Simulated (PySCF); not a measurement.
Two-component Hartree-Fock for Ho²⁺ (holmium, charge +2)

Start: [Xe] 4f10 6s1; 4f5/2 filled at m_j = +1/2, +3/2, +5/2; 4f7/2 filled at m_j = -5/2, -3/2, -1/2, +1/2, +3/2, +5/2, +7/2; 6s1/2 filled at m_j = +1/2. Calculated with PySCF 2.14 in x2c-TZVPall-2c with one added diffuse shell each of s, p, d, f type (12s12p11d5f1g, 147 functions): generalised Hartree-Fock with the X2C-1e Hamiltonian and a Gaussian nucleus; spin-orbit coupling (SO) screened by Boettger's factors. This is a chosen level, not necessarily the ground level.

| spinor shell | electrons | ε, screened SO (eV) | weight of nominal j (screened SO) | rms radius, screened SO (bohr) |
| --- | --- | --- | --- | --- |
| 1s1/2 | 2 | -55911.3 | 1.000 | 0.0236 |
| 2s1/2 | 2 | -9497.6 | 1.000 | 0.0952 |
| 2p1/2 | 2 | -9022.7 | 1.000 | 0.0814 |
| 2p3/2 | 4 | -8160.8 | 1.000 | 0.0881 |
| 3s1/2 | 2 | -2194.1 | 1.000 | 0.245 |
| 3p1/2 | 2 | -1986.5 | 1.000 | 0.236 |
| 3d3/2 | 4 | -1450.3 | 0.999 | 0.223 |
| 3d5/2 | 6 | -1409.1 | 0.999 | 0.226 |
| 4s1/2 | 2 | -478.87 | 1.000 | 0.551 |
| 4p1/2 | 2 | -395.83 | 0.994 | 0.565 |
| 4p3/2 | 4 | -352.05 | 0.997 | 0.595 |
| 4d3/2 | 4 | -216.10 | 0.896 | 0.637 |
| 4d5/2 | 6 | -202.30 | 0.930 | 0.647 |
| 5s1/2 | 2 | -82.853 | 1.000 | 1.35 |
| 5p1/2 | 2 | -56.893 | 0.981 | 1.50 |
| 5p3/2 | 4 | -50.544 | 0.990 | 1.61 |
| 4f5/2 | 3 | -38.046 | 0.615 | 0.866 |
| 4f7/2 | 7 | -39.404 | 0.481 | 0.858 |
| 6s1/2 | 1 | -19.151 | 0.992 | 3.56 |

Q: Where does 3p3/2 lie, and what is the 3p spin-orbit splitting (screened SO)?

A: At -1802.1 eV, 184.46 eV above 3p1/2.

```csv
quantity,screened SO
E (hartree),-12616.48223
M_J,17/2
⟨J²⟩,80.795
⟨L²⟩,42.998
⟨S²⟩,8.535
```

Each row is a mean over spinors that exchange with the open shell spreads, by up to 15.755 eV (4d5/2).

Rows whose weight is well below 1 are mixtures of j = l ± 1/2: exchange outweighs spin-orbit coupling there, and the label is only the starting occupation.

Breit and QED terms are absent; they matter most for the inner s and p1/2 levels.

Densities and radii are taken from the X2C orbitals without a picture-change correction, which distorts them close to the nucleus.
